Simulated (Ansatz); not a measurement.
System: sum formula Si2N2H7, net charge -1, singlet state. It need not be the lowest isomer of its formula. Whether it binds its extra electron was not tested at this geometry. 
Geometry from a B3LYP-D3(BJ)/def2-TZVP (Ansatz, an electronic-structure program) optimisation:
```xyz
11

N      1.6626     0.7892    -0.3559
Si     1.0614    -0.9607    -0.3126
Si    -1.2085    -0.3458     0.2243
N     -1.2485     1.4185     0.3481
H      1.8988     1.2008     0.5392
H      2.4568     0.9030    -0.9704
H      1.3933    -1.3196     1.1491
H     -2.2407    -0.7497    -0.8121
H     -1.8663    -0.8993     1.4681
H     -2.0676     1.9066     0.0133
H     -0.4137     1.7953    -0.0953
```
Charge -1, spin multiplicity 1.

Basis-set convergence of Hartree-Fock and MP2 correlation energies (hartree) with Ansatz. Cores are frozen in the correlated levels unless marked. Spin-orbit coupling is left out. Non-relativistic. This anion needs diffuse functions, which these sets lack.

```csv
basis,functions,E(HF),"E(corr, MP2)"
cc-pV(D+d)Z,109,-690.85762,-0.55815
cc-pV(T+d)Z,236,-690.92721,-0.70155
cc-pV(Q+d)Z,448,[?],[?]
```

Question: Fill in the missing entries.

Answer: 
- cc-pV(Q+d)Z, E(HF): -690.94557
- cc-pV(Q+d)Z, E(corr, MP2): -0.75305
